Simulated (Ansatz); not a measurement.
The cluster InN₂. Charge 0, multiplicity 2. Geometry r2SCAN-D4/def2-TZVP; atoms count from 1.

```
atom   x (Å)   y (Å)   z (Å)
 In1  -1.739   0.187   0.629
  N2   0.684  -0.052  -0.839
  N3   1.055  -0.135   0.209
```

In the def2 sets In takes a core potential; there is no spin–orbit coupling. The structure comes from a short search, and lower isomers may exist.

Q: Estimate the Mulliken populations from the PBE0/def2-TZVP orbitals of Ansatz.

A: 
| atom | charge (e) | spin (α − β) |
| --- | --- | --- |
| In1 | 0.10 | 0.81 |
| N2 | -0.05 | 0.10 |
| N3 | -0.05 | 0.10 |
Mulliken values and Mayer orders depend strongly on the basis.

Q: Where does the spin sit?

A: Summed by element: In 0.81, N 0.19, of 1 unpaired in all. Largest on single atoms: In1 0.81, N3 0.10, N2 0.10.

Q: And the Mayer bond orders between bonded heavy atoms (over 0.3)?

A: N2–N3 2.52 (1.11 Å).
